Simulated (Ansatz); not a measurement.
A structure relaxed at PBE0-D4/def2-TZVP in Ansatz, charge 0, doublet:

```xyz
3

V    -0.827   -0.753    0.668
S     0.724   -0.448   -0.879
S     0.103    1.201    0.211
```

**Question.** Give its formula and point group.

**Answer.** VS₂. Point group C2v (tolerance 0.1 Å).

**Question.** Summarise the bond lengths by kind (pairs closer than 1.2 times the sum of covalent radii, bridged metal pairs left out).

**Answer.** 2 × S–V 2.21 Å; 1 × S–S 2.07 Å. The metal has 2 neighbours: S 2.21 Å, S 2.21 Å.

The charge 0 doublet is spin-contaminated (final ⟨S²⟩ up to 1.75, 0.75 for a pure state). Another isomer (doublet) lies 1.03 eV lower at PBE0-D4/def2-TZVP; other spin states weren't run for this one.
